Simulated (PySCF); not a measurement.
## Ionisation energy of K by level of theory

K [Ar] 4s1 [4s1/2^1, M_J = 1/2] → K⁺ [Ar], as a difference of total energies. All numbers are calculated (PySCF 2.14, the two-component X2C-1e Hamiltonian, in x2c-SVPall-2c (5s5p2d, 30 functions)). Correlated levels: [Ne] frozen; the 6 highest virtual spinors dropped. "Screened" scales the spin-orbit matrix elements by Boettger's factors to mimic the two-electron term; Breit and QED terms are absent.

```tsv
method	ionisation energy (eV)
GHF (screened spin-orbit)	3.993
GMP2 (screened spin-orbit)	4.168
```

Question: How much does correlation contribute at GMP2 (screened spin-orbit)?

Answer: 4.168 − (3.993) = 0.175 eV, measured against GHF (screened spin-orbit).

Errors of the correlated levels include the incompleteness of this basis and the frozen core.

For comparison: 4.341 eV (measured; NIST Atomic Spectra Database, ionization energies).
